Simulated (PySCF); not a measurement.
Species: sum formula H6Si2O, net charge 0, singlet state. 
Geometry from a B3LYP-D3(BJ)/def2-TZVP (Ansatz) optimisation:
SMILES: [SiH3]O[SiH3]
```xyz
9

Si     1.5118     0.1910     0.4197
O      0.0885    -0.0525    -0.3506
Si    -1.5428    -0.1727    -0.2969
H      1.5185     1.5233     1.0684
H      1.7159    -0.8506     1.4536
H      2.5993     0.1196    -0.5787
H     -2.0337    -0.4553    -1.6621
H     -2.1310     1.0969     0.1908
H     -1.9430    -1.2713     0.6133
```
Charge 0, spin multiplicity 1.

Dispersion corrections to the total energy (kcal/mol) from the dftd3 and dftd4 libraries through PySCF: D3(BJ) without and D4 with the three-body term, each with the damping fitted for the functional named.

```
functional  D3(BJ)     D4
----------  ------  -----
LC-wPBE      -3.63  -4.12
TPSSh        -4.31  -4.48
BP86         -6.21  -4.97
r2SCAN       -1.03  -0.89
HSE06          [?]  -2.90
B3LYP          [?]  -5.95
PBE            [?]  -3.68
```

Question: Fill in the missing entries.

Answer: 
- HSE06, D3(BJ): -2.61
- B3LYP, D3(BJ): -6.58
- PBE, D3(BJ): -3.62
